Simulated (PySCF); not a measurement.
C7H7Cl.
Numbering: `[Cl:1][C@:2]12[CH:3]=[CH:4][C@H:5]([CH:6]=[CH:7]1)[CH2:8]2`

NICS is the negative of the GIAO shielding at a point without a nucleus: at the ring centre (0) and 1 Å above and below it (1); zz is the component along the ring normal. Level: GIAO PBE0/pcSseg-1 (PySCF, non-relativistic, gas phase) on the GFN2-xTB geometry, one conformer.

Ring bond lengths (Å), with Mayer bond orders in brackets: C2–C3 1.521 (0.91), C3–C4 1.324 (1.86), C4–C5 1.522 (0.96), C5–C8 1.542 (0.94), C8–C2 1.538 (0.93); C2–C7 1.521 (0.91), C7–C6 1.325 (1.86), C6–C5 1.523 (0.96), C5–C8 1.542 (0.94), C8–C2 1.538 (0.93).

Task: What do the NICS probes read (ppm)?

Result: 
| ring | type | NICS(0) | NICS(1), two faces | NICS(1)zz, two faces | rms pucker (Å) | centre to ring atoms, mean (Å) |
| --- | --- | --- | --- | --- | --- | --- |
| C2–C3–C4–C5–C8 | 5-membered carbocycle; formal bonds 1 double, 4 single | -2.1 | -3.5 / -3.1 | -2.0 / -6.2 | 0.27 | 1.22 |
| C2–C7–C6–C5–C8 | 5-membered carbocycle; formal bonds 1 double, 4 single | -2.1 | -3.5 / -3.1 | -2.0 / -6.2 | 0.27 | 1.22 |

Task: What do they say, and how far can they be read as aromaticity?

Result: 
- C2–C3–C4–C5–C8: mean NICS(1)zz -4.1 ppm, shielded. C2, C5, C8 have four or more neighbours, and the NICS criterion for π rings isn't applied. The two faces differ by 4.2 ppm, so no symmetry operation interchanges them.
- C2–C7–C6–C5–C8: mean NICS(1)zz -4.1 ppm, shielded. C2, C5, C8 have four or more neighbours, and the NICS criterion for π rings isn't applied. The two faces differ by 4.2 ppm, so no symmetry operation interchanges them.

Task: Give the inner angles of the rings and the Hirshfeld charges of the ring atoms.

Result: 
- C2–C3–C4–C5–C8: C2 99.5° (+0.042 e), C3 106.4° (-0.061 e), C4 107.4° (-0.048 e), C5 98.9° (-0.023 e), C8 91.6° (-0.069 e); sum 503.8° against 540° for a flat convex ring.
- C2–C7–C6–C5–C8: C2 99.5° (+0.042 e), C7 106.4° (-0.061 e), C6 107.4° (-0.048 e), C5 98.8° (-0.023 e), C8 91.6° (-0.069 e); sum 503.7° against 540° for a flat convex ring.

Task: How shielded are the nuclei of the rings and their hydrogens (means over atoms taken as equivalent)?

Result: 
```csv
atoms,environment,σ isotropic (ppm),"principal values of the symmetric part, first atom (ppm)"
C2,sp3 C–Cl carbon,104.6,"88.1, 101.8, 124.0"
C3 (×2),alkene CH carbon,29.2,"-92.5, 48.4, 131.6"
C4 (×2),alkene CH carbon,33.4,"-95.9, 45.3, 150.8"
C5,sp3 carbon at a ring junction,134.4,"124.0, 129.9, 149.4"
C8,ring CH2 carbon,96.2,"74.2, 95.4, 118.9"
H on C3 (×2),vinylic hydrogen,24.64,"21.7, 24.5, 27.7"
H on C4 (×2),vinylic hydrogen,24.54,"22.7, 24.6, 26.4"
H on C5,methine hydrogen,28.31,"25.1, 26.1, 33.8"
H on C8 (×2),methylene hydrogen,29.21,"25.8, 28.0, 33.8"
```

On Arm Neoverse V2, one thread, no GPU (shared host), this took 23 s. This is the whole shielding run at PBE0/pcSseg-1, SCF included.
